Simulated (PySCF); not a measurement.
## Bond curve of CaCd

Set-up: PySCF, scalar-relativistic core potentials, basis sets Ca def2-SVP, Cd def2-SVP with ECP28. Energies in eV from Ca + Cd in their ground configurations at the same level. State: ¹Σ⁺ (singlet), closed shell.

```
R (Å)   r²SCAN      PBE    B3LYP    B97-3
3.316  -0.0955  -0.0921   0.0560   0.0699
3.470  -0.1284  -0.1285   0.0072   0.0093
3.625  -0.1398  -0.1430  -0.0192  -0.0262
3.740  -0.1392  -0.1445  -0.0295  -0.0416
3.856  -0.1339  -0.1409  -0.0343  -0.0505
3.972  -0.1255  -0.1339  -0.0355  -0.0547
4.126  -0.1119  -0.1216  -0.0337  -0.0554
4.319  -0.0939  -0.1042  -0.0286  -0.0515
4.550  -0.0738  -0.0837  -0.0213  -0.0436
4.859  -0.0518  -0.0599  -0.0125  -0.0316
```

**Question.** Put a parabola through the three lowest points of the r²SCAN curve and estimate Re, k and ωe (reduced mass 29.58 u; 1 eV/Å² = 0.16022 mdyn/Å; ωe = 1302.8·√(k/μ) cm⁻¹).

**Answer.** Through R = 3.47, 3.625, 3.74 Å the second-order coefficient is 0.292 eV/Å², so Re ≈ 3.674 Å, k ≈ 0.0935 mdyn/Å and ωe ≈ 73 cm⁻¹. A polynomial fit of higher order to the unrounded r²SCAN energies gives Re = 3.671 Å, k = 0.0744 mdyn/Å, ωe = 65.3 cm⁻¹; anharmonicity and rounding make the difference.

The higher-order fit for each curve: r²SCAN: Re = 3.671 Å, ωe = 65.3 cm⁻¹, De = 0.140 eV; PBE: Re = 3.710 Å, ωe = 62.5 cm⁻¹, De = 0.145 eV; B3LYP: Re = 3.966 Å, ωe = 40.2 cm⁻¹, De = 0.036 eV; B97-3: Re = 4.070 Å, ωe = 40.2 cm⁻¹, De = 0.056 eV.

Closed-shell solutions of metal pairs were not tested for spin polarisation, which can lower them a little. The bond is weak. Basis-set superposition, not corrected here, can be much of De in a small basis, most of all at correlated wavefunction levels. Functionals without a dispersion term scatter widely for such bonds, and LDA overbinds them.
